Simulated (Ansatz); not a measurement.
Reactions of C₂H₃NO, SMILES `N=C=CO`.

Program: Ansatz. Geometries: PBE0-D4/def2-TZVP. ΔE: electronic, gas phase. CCSD(T)/CBS is the MP2 limit (def2-TZVPP, def2-QZVPP) plus CCSD(T) − MP2 in def2-TZVPP, frozen cores. This one scheme is used for every species, atoms too. Functionals use def2-TZVPP. No spin–orbit coupling; open shells (•) take unrestricted orbitals. Spin–orbit coupling would lower the free atoms: a little for C, O. For Br outer-core shells are correlated without core-valence functions, so the limit isn't a true one: a few kJ/mol of doubt a bond, and 10 to 20 or more in all where bonds break to atoms. Scalar relativity is left out up to krypton. Each species was taken in one conformer, which may not be the lowest.

| reaction | CCSD(T)/def2-SVP (kcal/mol) | PBE-D4 (kcal/mol) | MP2/CBS(def2) (kcal/mol) | revPBE-D4 (kcal/mol) | CCSD(T)/CBS(def2) (kcal/mol) |
| --- | --- | --- | --- | --- | --- |
| `N=C=CO` → `C1=NCO1` | -8.1 | -3.5 | -7.3 | -3.9 | -5.8 |
| `N=C=CO` → 2 C• + 3 H• + N• + O• | 636.3 | 715.9 | 697.7 | 691.9 | 677.6 |
| `N=C=CO` → `OC1=NC1` | -1.7 | 2.4 | -1.3 | 2.0 | 1.7 |
| `N=C=CO` → `OC1=CN1` | 41.0 | 39.8 | 37.7 | 39.8 | 39.9 |
| `N=C=CO` + HBr → `N=C=CBr` + H₂O | -3.2 | -8.5 | -13.2 | -9.0 | -10.3 |
| `N=C=CO` + CH₃OH → `COC=C=N` + H₂O | -3.1 | -2.9 | -4.9 | -3.1 | -4.3 |
| `N=C=CO` → `N=CC=O` | -26.2 | -15.9 | -19.7 | -17.5 | -20.1 |

Largest T1 diagnostic: 0.015, for `C1=NCO1`.
